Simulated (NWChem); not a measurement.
System meant: Si₂H₄O₃; SMILES O[SiH]1O[SiH2]O1

The following NWChem deck was run.

```
start job
memory heap 200 mb stack 900 mb global 1100 mb
geometry units angstroms noautoz
  O      0.513991    -2.149726     0.000000
  Si    -0.442657    -0.817505     0.000000
  O     -0.106514     0.339164    -1.191636
  Si     0.196628     1.503507     0.000000
  O     -0.106514     0.339164     1.191636
  H      1.473565    -2.020484     0.000000
  H     -1.816285    -1.337983     0.000000
  H     -0.769197     2.626410     0.000000
  H      1.589690     2.011804     0.000000
end
basis spherical
  * library def2-svp
end
dft
  odft
  mult 2
  xc b3lyp
  iterations 150
  mulliken
end
task dft energy
```

End of the output:

```
 Summary of "ao basis" -> "" (spherical)
 ------------------------------------------------------------------------------
       Tag                 Description            Shells   Functions and Types
 ---------------- ------------------------------  ------  ---------------------
 *                          def2-svp                  on all atoms

                                 NWChem DFT Module
                                 -----------------

 Summary of "ao basis" -> "ao basis" (spherical)
 ------------------------------------------------------------------------------
       Tag                 Description            Shells   Functions and Types
 ---------------- ------------------------------  ------  ---------------------
 O                          def2-svp                 6       14   3s2p1d
 Si                         def2-svp                 8       18   4s3p1d
 H                          def2-svp                 3        5   2s1p

 Summary of "ao basis" -> "ao basis" (spherical)
 ------------------------------------------------------------------------------
       Tag                 Description            Shells   Functions and Types
 ---------------- ------------------------------  ------  ---------------------
 O                          def2-svp                 6       14   3s2p1d
 Si                         def2-svp                 8       18   4s3p1d
 H                          def2-svp                 3        5   2s1p

      Symmetry analysis of basis
      --------------------------

        a'         66
        a"         32

  number of electrons :                   56
  multiplicity        :                    2
 ------------------------------------------------------------------------
  no. of electrons and multiplicity not compatible                  56
 ------------------------------------------------------------------------
 ------------------------------------------------------------------------
  current input line :
    24: task dft energy
 ------------------------------------------------------------------------
 ------------------------------------------------------------------------
 There is an error in the input file
 ------------------------------------------------------------------------
 For more information see the NWChem manual at https://nwchemgit.github.io

0: no. of electrons and multiplicity not compatible:Received an Error in Communication
```

Problem. Find the fault in this run and fix the input.

Solution. The program refused the input. Cause: the multiplicity doesn't fit the number of electrons (an even count wants an odd multiplicity, and the reverse). This input runs:
```
start job
memory heap 200 mb stack 900 mb global 1100 mb
geometry units angstroms noautoz
  O      0.513991    -2.149726     0.000000
  Si    -0.442657    -0.817505     0.000000
  O     -0.106514     0.339164    -1.191636
  Si     0.196628     1.503507     0.000000
  O     -0.106514     0.339164     1.191636
  H      1.473565    -2.020484     0.000000
  H     -1.816285    -1.337983     0.000000
  H     -0.769197     2.626410     0.000000
  H      1.589690     2.011804     0.000000
end
basis spherical
  O library def2-svp
  Si library def2-svp
  H library def2-svp
end
dft
  xc b3lyp
  iterations 150
  mulliken
end
task dft energy
```
It converges to -806.92124 Ha (B3LYP/def2-SVP).
